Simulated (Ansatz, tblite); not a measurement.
Forces on the cluster Hg3 at its r2SCAN/def2-TZVP geometry. Charge 0, multiplicity 1.

In the def2 sets Hg takes a core potential; there is no spin–orbit coupling. The xTB rows come from tblite. The structure comes from a short search, and lower isomers may exist.

GFN1-xTB (tblite), largest force 0.18 eV/Å:

```xyz
3
positions Å, forces eV/Å
Hg   -1.690    0.275    0.903    0.156   -0.025   -0.084
Hg    1.658    0.108    0.994   -0.153   -0.010   -0.092
Hg    0.032   -0.383   -1.898   -0.003    0.035    0.176
```

GFN2-xTB (tblite), largest force 0.21 eV/Å:

```
Hg 0.183 -0.030 -0.098
Hg -0.180 -0.012 -0.108
Hg -0.004 0.041 0.206
```

PBE0/def2-TZVP (Ansatz), largest force 0.11 eV/Å:

```
Hg -0.097 0.016 0.052
Hg 0.096 0.006 0.057
Hg 0.002 -0.022 -0.109
```
